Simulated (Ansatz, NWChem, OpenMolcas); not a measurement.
## Strength of the C–Se bond: CSeO → Se + CO

Species: CSeO (carbonyl selenide) `O=C=[Se]`, singlet; Se atom, triplet; CO, singlet. 

Shapes, held fixed at every level: PBE0-D4/def2-TZVP. Programs: Ansatz 0.2.0, NWChem 7.3.0, OpenMolcas 26.06. A level may come from different programs for different species; with the same settings they agree closely. The zero-point and thermal change to 298 K, harmonic and unscaled (PBE0-D4/def2-TZVP), is -15.8 kJ/mol.

| level | kind | ΔH(298 K) (kJ/mol) | less CCSD(T)/def2-TZVPP |
| --- | --- | --- | --- |
| HF/def2-SVP | Hartree–Fock | +33.2 | -165.1 |
| PBE-D4/def2-TZVPP | GGA | +277.4 | +79.1 |
| r2SCAN-D4/def2-TZVPP | meta-GGA | +259.3 | +61.0 |
| B3LYP/6-31G* (spherical functions) | global hybrid | +223.6 | +25.3 |
| r2SCAN0-D4/def2-TZVPP | global hybrid | +228.6 | +30.3 |
| wB97X-V/def2-TZVPP | range-separated hybrid | +215.0 | +16.7 |
| CCSD(T)/def2-TZVPP | coupled cluster or CI | +198.3 | 0.0 |

The highest level, CCSD(T)/def2-TZVPP, gives ΔH(298 K) = +198.3 kJ/mol; the levels span +33.2 to +277.4. The column of differences is taken from that level and isn't an error. Hartree–Fock misses the correlation of the pair that is broken and comes out low. No measured value is set beside it here. Open shells run unrestricted unless RO is named. Relativity is left out for Se unless named. Correlated rows may include outer-core shells of Se, which these sets cover unevenly. Spin-orbit coupling lowers the free atoms by 11.3 kJ/mol; the thermal change holds that.
